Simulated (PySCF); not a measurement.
CH3S (SMILES C[S]), doublet, at a GFN2-xTB geometry; CCSD/3-21G (PySCF).

PySCF was given this input:
```python
from pyscf import gto, scf, cc

mol = gto.M(
    atom='''
C    -1.10429770   -0.03302885   -0.00267183
S     0.68716345    0.02055263    0.00166258
H    -1.43620067   -0.64745027   -0.83576429
H    -1.44603175   -0.46206884    0.93586897
H    -1.48659665    0.97885016   -0.11067499
''',
    basis='3-21g',
    spin=1,
    verbose=4,
)

mf = scf.UHF(mol)
mf.kernel()

mycc = cc.CCSD(mf)
mycc.kernel()
print('E(CCSD) = %.10f' % mycc.e_tot)
mf.analyze()
```

Output, abridged:

```
PySCF version 2.14.0

[INPUT] verbose = 4
[INPUT] num. atoms = 5
[INPUT] num. electrons = 25
[INPUT] charge = 0
[INPUT] spin (= nelec alpha-beta = 2S) = 1
[INPUT] symmetry False subgroup None
[INPUT] Mole.unit = angstrom
[INPUT] Symbol           X                Y                Z      unit          X                Y                Z       unit  Magmom
[INPUT]  1 C     -1.104297700000  -0.033028850000  -0.002671830000 AA   -2.086820212987  -0.062415480709  -0.005049026951 Bohr   0.0
[INPUT]  2 S      0.687163450000   0.020552630000   0.001662580000 AA    1.298550723311   0.038838841840   0.003141820860 Bohr   0.0
[INPUT]  3 H     -1.436200670000  -0.647450270000  -0.835764290000 AA   -2.714025926217  -1.223503689576  -1.579365612792 Bohr   0.0
[INPUT]  4 H     -1.446031750000  -0.462068840000   0.935868970000 AA   -2.732603974926  -0.873183558295   1.768536041779 Bohr   0.0
[INPUT]  5 H     -1.486596650000   0.978850160000  -0.110674990000 AA   -2.809260526196   1.849758719387  -0.209145419939 Bohr   0.0

nuclear repulsion = 48.6782574856247
number of shells = 18
number of NR pGTOs = 51
number of NR cGTOs = 28
basis = 3-21g
ecp = {}

******** <class 'pyscf.scf.uhf.UHF'> ********
method = UHF
initial guess = minao
damping factor = 0
level_shift factor = 0
DIIS = <class 'pyscf.scf.diis.CDIIS'>
diis_start_cycle = 1
diis_space = 8
diis_damp = 0
SCF conv_tol = 1e-09
SCF conv_tol_grad = None
SCF max_cycles = 50
direct_scf = True
direct_scf_tol = 1e-13
number electrons alpha = 13  beta = 12
Set gradient conv threshold to 3.16228e-05
init E= -434.620627064842

cycle= 1 E= -434.895167963034  delta_E= -0.275  |g|= 0.205  |ddm|= 1.43
cycle= 2 E= -434.932235195835  delta_E= -0.0371  |g|= 0.109  |ddm|= 0.424
cycle= 3 E= -434.93912692689  delta_E= -0.00689  |g|= 0.0244  |ddm|= 0.102
cycle= 4 E= -434.940305293568  delta_E= -0.00118  |g|= 0.00724  |ddm|= 0.0489
cycle= 5 E= -434.940412366378  delta_E= -0.000107  |g|= 0.00242  |ddm|= 0.0155
cycle= 6 E= -434.940423173534  delta_E= -1.08e-05  |g|= 0.00113  |ddm|= 0.00652
cycle= 7 E= -434.940426370914  delta_E= -3.2e-06  |g|= 0.000573  |ddm|= 0.00454
cycle= 8 E= -434.940427506939  delta_E= -1.14e-06  |g|= 0.0002  |ddm|= 0.00373
cycle= 9 E= -434.940427629114  delta_E= -1.22e-07  |g|= 6.14e-05  |ddm|= 0.00136
cycle= 10 E= -434.940427637731  delta_E= -8.62e-09  |g|= 2.17e-05  |ddm|= 0.000225
cycle= 11 E= -434.940427638874  delta_E= -1.14e-09  |g|= 5.33e-06  |ddm|= 9.08e-05
cycle= 12 E= -434.940427638931  delta_E= -5.7e-11  |g|= 1.22e-06  |ddm|= 2.08e-05
Extra cycle  E= -434.940427638932  delta_E= -1.76e-12  |g|= 6.9e-07  |ddm|= 2.62e-06
converged SCF energy = -434.940427638932  <S^2> = 0.75344162  2S+1 = 2.0034387

******** <class 'pyscf.cc.uccsd.UCCSD'> ********
CC2 = 0
CCSD nocc = (np.int64(13), np.int64(12)), nmo = (28, 28)
max_cycle = 50
direct = 0
conv_tol = 1e-07
conv_tol_normt = 1e-06
diis_space = 6
diis_start_cycle = 0
diis_start_energy_diff = 1e+09
Init t2, MP2 energy = -0.136931931923043
Init E_corr(UCCSD) = -0.136931931923511
cycle = 1  E_corr(UCCSD) = -0.151215165471169  dE = -0.0142832335  norm(t1,t2) = 0.0508619
cycle = 2  E_corr(UCCSD) = -0.156175737283489  dE = -0.00496057181  norm(t1,t2) = 0.0183525
cycle = 3  E_corr(UCCSD) = -0.158753169823066  dE = -0.00257743254  norm(t1,t2) = 0.00857298
cycle = 4  E_corr(UCCSD) = -0.158871913015801  dE = -0.000118743193  norm(t1,t2) = 0.00197117
cycle = 5  E_corr(UCCSD) = -0.15881219870924  dE = 5.97143066e-05  norm(t1,t2) = 0.000905871
cycle = 6  E_corr(UCCSD) = -0.158822388805861  dE = -1.01900966e-05  norm(t1,t2) = 0.000298843
cycle = 7  E_corr(UCCSD) = -0.158821410153642  dE = 9.78652219e-07  norm(t1,t2) = 7.90303e-05
cycle = 8  E_corr(UCCSD) = -0.158820975519976  dE = 4.34633666e-07  norm(t1,t2) = 2.62694e-05
cycle = 9  E_corr(UCCSD) = -0.158821127413647  dE = -1.51893671e-07  norm(t1,t2) = 9.84441e-06
cycle = 10  E_corr(UCCSD) = -0.158821165153262  dE = -3.77396159e-08  norm(t1,t2) = 4.11608e-06
cycle = 11  E_corr(UCCSD) = -0.158821125935114  dE = 3.92181487e-08  norm(t1,t2) = 1.177e-06
cycle = 12  E_corr(UCCSD) = -0.158821098941572  dE = 2.6993542e-08  norm(t1,t2) = 3.62513e-07
UCCSD converged
E(UCCSD) = -435.0992487378739  E_corr = -0.1588210989415718
E(CCSD) = -435.0992487379
**** SCF Summaries ****
Total Energy =                        -434.940427638932306
Nuclear Repulsion Energy =              48.678257485624712
One-electron Energy =                 -696.571237779570879
Two-electron Energy =                  212.952552655013818
Two-electron Coulomb Energy =          244.178798657132631
DFT Exchange-Correlation Energy =      -31.226246002118813
**** MO energy ****
                             alpha | beta                alpha | beta
MO #1   energy= -91.3191252543959  | -91.309787294992   occ= 1 | 1
MO #2   energy= -11.2076573196568  | -11.2094008756728  occ= 1 | 1
MO #3   energy= -8.91869411899829  | -8.90842834506774  occ= 1 | 1
MO #4   energy= -6.60691428951554  | -6.58442484105619  occ= 1 | 1
MO #5   energy= -6.59071389921488  | -6.58047945064684  occ= 1 | 1
MO #6   energy= -6.58610170445899  | -6.56625967708108  occ= 1 | 1
MO #7   energy= -1.06461049525638  | -1.03260972944365  occ= 1 | 1
MO #8   energy= -0.859073767300802 | -0.792341532746009 occ= 1 | 1
MO #9   energy= -0.617756663297246 | -0.603576306840055 occ= 1 | 1
MO #10  energy= -0.606052014611465 | -0.595849745070126 occ= 1 | 1
MO #11  energy= -0.491778736479588 | -0.472726199420976 occ= 1 | 1
MO #12  energy= -0.423826007853486 | -0.344052037758219 occ= 1 | 1
MO #13  energy= -0.373891161981522 | 0.0246333640269427 occ= 1 | 0
MO #14  energy= 0.216354547109752  | 0.230748986016595  occ= 0 | 0
MO #15  energy= 0.296970906991717  | 0.301109426540223  occ= 0 | 0
MO #16  energy= 0.313409619441268  | 0.317755242324053  occ= 0 | 0
MO #17  energy= 0.318959525545781  | 0.318853737599152  occ= 0 | 0
MO #18  energy= 0.633239351253766  | 0.660010900041348  occ= 0 | 0
MO #19  energy= 0.68463541759148   | 0.736673383507224  occ= 0 | 0
MO #20  energy= 0.723730438732786  | 0.742897372734453  occ= 0 | 0
MO #21  energy= 0.728374941758661  | 0.774743534659735  occ= 0 | 0

To work with the spin densities directly, `use mulliken_meta_spin()` only printing them here.

 ** Mulliken spin pop alpha/beta on meta-lowdin orthogonal AOs **
 ** Mulliken Spin Density (per AO)  **
spin_pop of  0 C 1s        0.00000
spin_pop of  0 C 2s       -0.00954
spin_pop of  0 C 3s        0.00001
spin_pop of  0 C 2px      -0.04022
spin_pop of  0 C 2py      -0.00619
spin_pop of  0 C 2pz      -0.01149
spin_pop of  0 C 3px       0.00033
spin_pop of  0 C 3py      -0.00001
spin_pop of  0 C 3pz       0.00023
spin_pop of  1 S 1s       -0.00000
spin_pop of  1 S 2s        0.00000
spin_pop of  1 S 3s        0.01551
spin_pop of  1 S 4s       -0.00006
spin_pop of  1 S 2px      -0.00000
spin_pop of  1 S 2py       0.00000
spin_pop of  1 S 2pz       0.00010
spin_pop of  1 S 3px       0.02792
spin_pop of  1 S 3py       0.03065
spin_pop of  1 S 3pz       0.94157
spin_pop of  1 S 4px       0.00031
spin_pop of  1 S 4py      -0.00058
spin_pop of  1 S 4pz       0.00043
spin_pop of  2 H 1s        0.02605
spin_pop of  2 H 2s        0.00025
spin_pop of  3 H 1s        0.02243
spin_pop of  3 H 2s        0.00021
spin_pop of  4 H 1s        0.00212
spin_pop of  4 H 2s       -0.00004
 ** Mulliken Spin Density (per atom)  **
spin density of  0 C =     -0.06688
spin density of  1 S =      1.01586
spin density of  2 H =      0.02630
spin density of  3 H =      0.02264
spin density of  4 H =      0.00208
 ** Mulliken pop alpha/beta on meta-lowdin orthogonal AOs **
 ** Mulliken pop       alpha | beta **
pop of  0 C 1s        0.99984 | 0.99984
pop of  0 C 2s        0.51882 | 0.52836
pop of  0 C 3s        0.00039 | 0.00038
pop of  0 C 2px       0.47963 | 0.51985
pop of  0 C 2py       0.57327 | 0.57946
pop of  0 C 2pz       0.56998 | 0.58147
pop of  0 C 3px       0.00077 | 0.00044
pop of  0 C 3py       0.00049 | 0.00050
pop of  0 C 3pz       0.00041 | 0.00019
pop of  1 S 1s        1.00000 | 1.00000
pop of  1 S 2s        0.99995 | 0.99995
pop of  1 S 3s        0.93439 | 0.91888
pop of  1 S 4s        0.00366 | 0.00372
pop of  1 S 2px       0.99991 | 0.99991
pop of  1 S 2py       0.99998 | 0.99998
pop of  1 S 2pz       0.99998 | 0.99988
pop of  1 S 3px       0.58247 | 0.55454
pop of  1 S 3py       0.99212 | 0.96147
pop of  1 S 3pz       0.99372 | 0.05215
pop of  1 S 4px       0.00400 | 0.00369
pop of  1 S 4py       0.00101 | 0.00159
pop of  1 S 4pz       0.00068 | 0.00025
pop of  2 H 1s        0.44538 | 0.41933
pop of  2 H 2s        0.00539 | 0.00513
pop of  3 H 1s        0.44438 | 0.42195
pop of  3 H 2s        0.00537 | 0.00516
pop of  4 H 1s        0.43875 | 0.43663
pop of  4 H 2s        0.00527 | 0.00530
In total            13.00000 | 12.00000
 ** Mulliken atomic charges   ( Nelec_alpha | Nelec_beta ) **
charge of  0C =     -0.35410  (     3.14361      3.21049 )
charge of  1S =     -0.00787  (     8.51186      7.49601 )
charge of  2H =      0.12477  (     0.45076      0.42446 )
charge of  3H =      0.12315  (     0.44975      0.42711 )
charge of  4H =      0.11405  (     0.44402      0.44193 )
Dipole moment(X, Y, Z, Debye): -1.85631, -0.10706, -0.00639
```
